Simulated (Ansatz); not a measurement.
Consider the ligand exchange at a Ge–C bond: `N=[C](S)[GeH3]` + `OC(O)=S` → `OC(=S)[O][GeH3]` + `N=CS`.

Calculated with Ansatz (gas phase, PBE0-D4/def2-TZVP geometries, no zero-point term in ΔE). CCSD(T)/CBS is the MP2 limit (def2-TZVPP, def2-QZVPP) plus CCSD(T) − MP2 in def2-TZVPP, frozen cores. This one scheme is used for every species. Functionals use def2-TZVPP. B3LYP here is the variant with VWN-RPA as its local correlation; programs differ in this. For Ge outer-core shells are correlated without core-valence functions, which leaves a few kJ/mol of doubt a bond. Scalar relativity is left out up to krypton. Each species was taken in one conformer, which may not be the lowest.

**Question.** Is it downhill or uphill in electronic energy at CCSD(T)/CBS, and by how much? (Best estimate.)

**Answer.** The calculation gave: Downhill: ΔE = -11.4 kcal/mol.

**Question.** What do these levels give: r2SCAN-D4, PBE0-D4, B3LYP-D4, ωB97X-V, B2PLYP, PBE, r2SCAN, HF/def2-TZVPP, SCS-MP2/def2-TZVPP, CCSD(T)/def2-TZVPP, HF/def2-QZVPP, MP2/def2-QZVPP? (An estimate is asked.)

**Answer.** The calculation gave: r2SCAN-D4 -11.5, PBE0-D4 -10.7, B3LYP-D4 -12.6, ωB97X-V -13.1, B2PLYP -13.0, PBE -10.0, r2SCAN -11.5, HF/def2-TZVPP -17.1, SCS-MP2/def2-TZVPP -13.2, CCSD(T)/def2-TZVPP -12.0, HF/def2-QZVPP -17.4, MP2/def2-QZVPP -11.8 kcal/mol.

Largest T1 diagnostic among the species: 0.016.

From PBE to PBE0 (25 % exact exchange), in def2-TZVPP and without D4, ΔE moves by −0.9 kcal/mol. In def2-TZVPP, CCSD(T) changes the Hartree–Fock value by +5.0 kcal/mol (the triples alone add +0.7 kcal/mol) and MP2 by +5.1 kcal/mol.
